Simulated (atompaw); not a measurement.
## In (Z = 49): one change to a PAW (atompaw) potential, before and after

atompaw 4.2.0.5 input, output lines left out:

```
In 49
GGA-PBE scalarrelativistic loggrid 1500 logderivrange -5 5 251
5 5 4 0 0 0
5 0 1
5 1 0
0 0 0
c
c
c
c
v
c
c
c
v
c
v
2
2.15 1.70 2.10 1.25
y
1.9
n
y
2
n
y
0.05
n
bloechl besselshape
3 0 troulliermartins
```

All-electron outer shells of the reference configuration (PBE, scalar-relativistic, ld1.x):

```tsv
shell	level (eV)	outermost node (bohr)	outermost maximum (bohr)
4p	-96.19	0.42	0.82
4d	-36.53	0.40	0.94
5s	-23.67	1.02	2.06
5p	-16.22	1.13	2.45
```

Change: local potential vpsmatchnc scheme with l = 3 at 0 Ry, radius 2.10 bohr.

Cutoffs: the cutoffs (Ry, on a coarse ladder) from which the occupation-weighted sum of valence levels, in a spherical-Bessel basis at the reference potential, stays within 10 and 1 mRy of its value at 400 Ry; they do not see the model core or the augmentation charge, which bear on the density cutoff.

Problem. What does the change do?

Solution. The potential gets harder (50 Ry and 90 Ry → 110 Ry and 140 Ry); both files keep a bound ghost (p, s).

```tsv
quantity	base	changed
cutoff, loose	50 Ry	110 Ry
cutoff, tight	90 Ry	140 Ry
loose cutoff by channel (10 mRy a level)	s 18 Ry, d 45 Ry	s 50 Ry, d 90 Ry
bound ghosts	s, p	s, p
s: phases at 2.16 bohr within 0.05 rad from the reference energy up to (Ry; the scan ends near 5)	to the end of the scan	to the end of the scan
p: phases at 2.16 bohr within 0.05 rad from the reference energy up to (Ry; the scan ends near 5)	to the end of the scan	to the end of the scan
d: phases at 2.16 bohr within 0.05 rad from the reference energy up to (Ry; the scan ends near 5)	to the end of the scan	to the end of the scan
lowest overlap eigenvalue by channel	s 0.33, p 0.06, d 0.92	s 0.03, p 0.06, d 0.79
```

 A true bound ghost makes a file unfit for plane-wave use even where its test errors are small: the radial tests pick states by their node count and pass the ghost by. The cutoffs see the waves, projectors and local potential, not the compensation charge or the core.
